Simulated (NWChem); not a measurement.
C₄H₅NS; SMILES c1(ccsc1)N

```xyz
11

N      0.2594    -2.3793    -0.0624
C      0.0734    -1.0049    -0.0013
C     -1.2254    -0.3989    -0.0051
C     -1.1738     0.9681    -0.0041
S      0.4381     1.5463    -0.0072
C      1.0723    -0.0554     0.0042
H     -0.4659    -2.9202     0.3929
H      1.1799    -2.6951     0.2171
H     -2.1568    -0.9680    -0.0177
H     -2.0102     1.6659    -0.0066
H      2.1485    -0.2208     0.0039
```
Atoms are numbered in this order, from 1.

Program: NWChem. Pople sets run with spherical d functions. STO-3G and 3-21G are far too small for this property and stand as cheap habits. Coordinates come from a PBE0/def2-SVP optimisation. Vertical excitations in the gas phase; the lowest state need not have the same character in each row.

```csv
level,basis functions,"lowest excitation, singlet (eV)",oscillator strength of that lowest state,"lowest state with f > 0.02, singlet (eV)",oscillator strength of that bright state,orbital gap (eV),relative time
"Hartree-Fock/3-21G, CIS",68,6.34,0.168,6.34,0.168,11.74,1
"Hartree-Fock/6-31G*, CIS",98,6.13,0.146,6.13,0.146,11.68,5
"Hartree-Fock/6-31+G*, CIS",122,5.47,0.001,5.86,0.153,9.88,9
"Hartree-Fock/def2-SVP, CIS",113,6.09,0.157,6.09,0.157,11.58,4
```

Relative times are rough (shared machine, one core).
